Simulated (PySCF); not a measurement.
# Structure revision by computed shifts

A compound C5H7ClO3Si gives the data below (simulated from a calculation) and was assigned the structure `O=C1OC=C([SiH2]CCl)CO1`.

13C{1H} NMR (computed): δ 174.0 (C), 152.1 (C), 115.0 (CH2), 81.0 (CH), 23.7 (CH3).

1H NMR (500 MHz, computed): δ 5.51 (s, 1H), 5.37 (m, 1H), 5.25 (m, 1H), 4.76 (s, 1H), 2.25 (s, 3H).

Non-relativistic, no solvent, one computed conformer, one averaged value for each set of equivalent atoms. GFN2-xTB geometry; shielding tensors at PBE0/pcSseg-1 (GIAO); PySCF.

Shifts are taken against calculated references (same method and geometry level): 1H (σ = 31.72 ppm) and 13C (σ = 186.93 ppm) against TMS.

(1) Compare with the shifts computed for the proposed structure, pairing carbons in order of shift.

(2) Which isomer fits?

Results:

(1) Numbering as in the mapped SMILES `[O:1]=[C:2]1[O:3][CH:4]=[C:5]([SiH2:6][CH2:7][Cl:8])[CH2:9][O:10]1` (H(Xn): hydrogen on atom n).

```csv
atom,computed for proposal,given list,difference
C4,155.8,174.0,-18.2
C2,148.7,152.1,-3.4
C5,110.6,115.0,-4.4
C9,73.0,81.0,-8.0
C7,33.6,23.7,+9.9
```

The rms difference is 10.2 ppm and the largest -18.2 ppm at C4 (alkene carbon bearing oxygen). The carbon types in order of shift don't match either: CH, C, C, CH2, CH2 for the proposal against C, C, CH2, CH, CH3 in the data. The proposal doesn't fit.

(2) SMILES C=C(C)[C@@H]1O[Si@@H](Cl)OC1=O.

1. Carbon types of the structure: 2 × C, 1 × CH, 1 × CH2, 1 × CH3, leaving 1 H on heteroatoms.
2. δC 174.0: carbonyl carbon.
3. δC 152.1: fully substituted alkene carbon; the olefinic region.
4. δC 115.0: terminal =CH2 carbon; as expected for a trigonal carbon in a double bond.
5. δC 81.0: sp3 CH bonded to O, α to a carbonyl; the inductive effect lowers its shielding.

Other isomers checked: CO/C=C(\Cl)[C@H]1OC(=O)[SiH2]1 (rms 17.7 ppm); CO/C=C(/Cl)[C@H]1OC(=O)[SiH2]1 (rms 18.0 ppm).

The shifts were computed for this structure.

Shifts are as computed. Against solution values, carbons near 30 ppm lie about +3 ppm off and those near 130 ppm about +5 ppm. Of 1211 compounds with measured shifts, 218 miss one by over three times the rms of a fit or turn the order of signals round; such compounds aren't used in these exercises. Multiplicities follow the n + 1 count of equivalent neighbours, as no J values were calculated; m marks all less simple cases, F and P coupling included.
